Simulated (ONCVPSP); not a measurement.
# chlorine (Cl): excitation energies, all-electron against ONCV

```
Element                 : Cl
Generator               : ONCVPSP 4.0.1
Type                    : optimised norm-conserving Vanderbilt (ONCV)
Functional              : PBE
Relativity              : scalar-relativistic
Frozen core             : [Ne]
Valence charge          : 7
Reference configuration : 3s2 3p5
Partial waves           : 3s: rc 1.15 bohr, ncon 3, nbas 8, qcut 6 1/bohr, 2 projectors, debl 3.3 Ha; 3p: rc 1.60 bohr, ncon 4, nbas 7, qcut 5.4 1/bohr, 2 projectors, debl 3.7 Ha; d scattering state at 0.02 Ha: rc 1.45 bohr, ncon 4, nbas 9, qcut 5.9 1/bohr, 2 projectors, debl 3 Ha
Local potential         : polynomial inside 1.10 bohr (lpopt 5, dvloc0 6 Ha)
Core correction         : Teter function fitted to the true core (icmod 2), fcfact 0.6
```

Energies are relative to the spin-unpolarised reference configuration 3s2 3p5; without spin polarisation the order of configurations can differ from experiment.

| valence configuration | charge | ΔE all-electron (eV) | error AE − PS (meV) |
| --- | --- | --- | --- |
| 3s2 3p4 | +1 | 13.875 | +0.1 |
| 3s2 3p3 | +2 | 39.322 | +8.3 |
| 3s2 3p2 | +3 | 77.630 | +41 |

(1) What are ΔE and the potential's error for 3s2 3p4.5?

Answers

(1) ΔE = 5.583 eV all-electron; the error (AE − PS) is -0.3 meV.
